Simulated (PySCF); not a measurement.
Several species in one continuum solvent.

Computed with PySCF at CAM-B3LYP/def2-SVPD, non-relativistic, each on one gas-phase PBE0-D3(BJ)/def2-SVP geometry that isn't relaxed in the solvent. The solvent is an IEF-PCM continuum (cavity from Bondi-type radii × 1.2). Specific hydrogen bonds and non-electrostatic terms are outside this model.

Problem. Order them by E(solvent) − E(gas) in chloroform (ε = 4.711), most negative first (kcal/mol).
A. 1,1,1-trifluoro-2,2,2-trichloroethane (`ClC(Cl)(C(F)(F)F)Cl`)
B. `[CH3:1][C:2]([F:3])([F:4])[O:5][CH:6]1[CH2:7][CH2:8]1` with C1–C2–O5–C6 -176°, C2–O5–C6–C7 -155°
C. 4-fluoro-2-methylaniline, `Cc1cc(F)ccc1N`

Solution. C (-4.6), B (-2.8), A (-0.8).

| SMILES | charge | ΔE (kcal/mol) | polarisation term (kcal/mol) | HOMO shift (eV) | dipole gas (D) | dipole solvent (D) | atoms | lowest singlet, gas (eV) | lowest singlet, solvent (eV) |
| --- | --- | --- | --- | --- | --- | --- | --- | --- | --- |
| Cc1cc(F)ccc1N | 0 | -4.6 | -5.2 | +0.04 | 3.15 | 3.91 | 17 | 4.75 | 4.71 |
| CC(F)(F)OC1CC1 | 0 | -2.8 | -3.0 | +0.05 | 1.06 | 1.20 | 16 | 8.03 | 8.09 |
| FC(F)(F)C(Cl)(Cl)Cl | 0 | -0.8 | -0.8 | +0.08 | 0.65 | 0.74 | 8 | 6.64 | 6.67 |

The polarisation term is half the interaction of the solute with the induced surface charges. Singlets are vertical TDDFT energies (frozen core, non-equilibrium response), the lowest in each medium.
